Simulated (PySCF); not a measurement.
**Working out the ionisation energy of Ni**

Ni [Ar] 3d8 4s2 (3F) → Ni⁺ [Ar] 3d9 (2D). Computed with PySCF 2.14 in def2-TZVP (6s4p4d1f, 45 functions), with the non-relativistic Hamiltonian (point nucleus). Frozen: [Ar]. Energies in hartree (1 hartree = 27.21139 eV):

```tsv
part	Ni (lower)	Ni⁺ (upper)
UHF	-1506.846194	-1506.563220
MP2 opposite-spin	-0.165401	-0.192224
MP2 same-spin	-0.091802	-0.112641
```

Problem. What does Hartree-Fock give?

Solution. (-1506.563220) − (-1506.846194) = 0.282974 hartree = 7.700 eV.

Problem. What do MP2 and SCS-MP2 (6/5 opposite-spin, 1/3 same-spin) give?

Solution. The opposite-spin parts differ by -0.730 eV and the same-spin parts by -0.567 eV. MP2: 7.700 + (-0.730) + (-0.567) = 6.403 eV. SCS-MP2: 7.700 + 1.2 × (-0.730) + (-0.567)/3 = 6.635 eV.

Reference: 7.640 eV (measured; NIST Atomic Spectra Database, ionization energies), between the lowest levels; spin-orbit coupling is absent from the calculation.

The calculation is non-relativistic.

What remains against the reference includes basis incompleteness, the frozen core and correlation beyond second order.
